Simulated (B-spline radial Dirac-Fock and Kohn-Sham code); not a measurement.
## Compton profile of Tl⁵⁷⁺

System: Tl⁵⁷⁺ in the configuration [Ar] 3d6.

The run's input, task.json:

```json
{"items": [{
  "Z": 81,
  "q": 57,
  "cfg": [[1, 0, 2], [2, 0, 2], [2, 1, 6], [3, 0, 2], [3, 1, 6], [3, 2, 6]],
  "A": 205,
  "rrms": 5.4759,
  "do": ["scatter"],
  "s": [0.0, 0.05, 0.1, 0.15, 0.2, 0.25, 0.3, 0.35, 0.4, 0.45, 0.5, 0.6, 0.7, 0.8, 0.9, 1.0, 1.1, 1.2, 1.4, 1.6, 1.8, 2.0, 2.5, 3.0, 3.5, 4.0, 5.0, 6.0],
  "pz": [0, 0.1, 0.13, 0.18, 0.24, 0.32, 0.43, 0.58, 0.78, 1.0, 1.4, 1.9, 2.5, 3.4, 4.5, 6.1, 8.1, 11.0, 15.0, 20.0, 26.0],
  "hv_scatter": [2000, 10000, 17479.3, 20000, 50000, 200000, 500000, 1000000]
}]}
```

Run with: `python xray_run.py task.json out`

Model: the impulse approximation on Dirac-Fock densities. Program: a radial B-spline solver. pz is in atomic units of momentum; subshell profiles are per electron, for a selection of subshells; open shells are spread over both j values by their weights.

| pz | J total | J 1s1/2 | J 2p3/2 | J 3d3/2 | J 3d5/2 |
| --- | --- | --- | --- | --- | --- |
| 0 | 0.7217 | 0.00897 | 0.0175 | 0.0269 | 0.0275 |
| 0.78 | 0.7198 | 0.00897 | 0.0175 | 0.0269 | 0.0275 |
| 1 | 0.7186 | 0.00897 | 0.0175 | 0.0269 | 0.0275 |
| 1.4 | 0.7156 | 0.00897 | 0.0175 | 0.0269 | 0.0275 |
| 1.9 | 0.7105 | 0.00896 | 0.0175 | 0.0269 | 0.0275 |
| 2.5 | 0.7024 | 0.00895 | 0.0175 | 0.0269 | 0.0275 |
| 3.4 | 0.6860 | 0.00893 | 0.0175 | 0.0269 | 0.0275 |
| 4.5 | 0.6597 | 0.00891 | 0.0174 | 0.0268 | 0.0275 |
| 6.1 | 0.6104 | 0.00885 | 0.0174 | 0.0266 | 0.0272 |
| 8.1 | 0.5359 | 0.00875 | 0.0172 | 0.0259 | 0.0264 |
| 11 | 0.4214 | 0.00857 | 0.0166 | 0.0232 | 0.0235 |
| 15 | 0.2889 | 0.00825 | 0.0151 | 0.0172 | 0.0170 |
| 20 | 0.1829 | 0.00774 | 0.0123 | 0.00953 | 0.00917 |
| 26 | 0.1121 | 0.00703 | 0.00873 | 0.00397 | 0.00368 |

J(0) = 0.7217. The 3p3/2 subshell gives the largest part, 23 %.

Mean momentum ⟨p⟩ by subshell (a.u.): 1s1/2 88.8, 2s1/2 31.9, 2p1/2 41.7, 2p3/2 35.9, 3s1/2 16.9, 3p1/2 20.0, 3p3/2 18.3, 3d3/2 21.9, 3d5/2 21.3.

Values without a named source are computed, but for edge energies of neutral atoms, which are taken from tables.
